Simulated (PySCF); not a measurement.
Distorted geometries of [BiF4]−

[BiF4]− (singlet). PySCF 2.14.0, RKS r2SCAN, Bi def2-SVP with ECP60, F def2-SVP; non-relativistic Hamiltonian with scalar-relativistic core potentials where named; density fitting; no spin-orbit coupling. Relaxed geometry:

```xyz
5

Bi    0.0000    0.0000   -0.4629
F     1.9359    0.0000    0.3430
F     0.0000    1.9359    0.3430
F    -1.9359    0.0000    0.3430
F     0.0000   -1.9359    0.3430
```

Question: Order these distorted geometries by energy above the relaxed one, lowest first.
A.
```xyz
5

Bi    0.1138   -0.0538   -0.5347
F     1.8811   -0.0177    0.4825
F    -0.0163    1.8623    0.2746
F    -1.9607    0.0471    0.3184
F    -0.0179   -1.8379    0.3682
```
B.
```xyz
5

Bi    0.0192    0.1025   -0.5794
F     2.0620   -0.1233    0.3928
F    -0.1171    1.9899    0.3023
F    -1.9016   -0.0262    0.4370
F    -0.0625   -1.9429    0.3564
```
C.
```xyz
5

Bi   -0.0076   -0.1127   -0.5681
F     1.8252   -0.1662    0.3195
F    -0.0539    1.9422    0.2829
F    -1.6892    0.0895    0.4128
F    -0.0746   -1.7528    0.4620
```

Answer: A (0.32 eV), B (0.62 eV), C (0.79 eV).

Question: Which forces (eV/Å) act in the one that lies 0.79 eV up?

Answer: 
```
Bi   1.50  4.11 -2.02
F    1.12  0.31  0.20
F    0.58 -1.00 -0.91
F   -3.02  0.10  1.20
F   -0.19 -3.52  1.54
```
Forces carry noise of the integration grid, about 0.01 to 0.03 eV/Å.

No frequency check is given that shows the relaxed geometry to be a minimum.
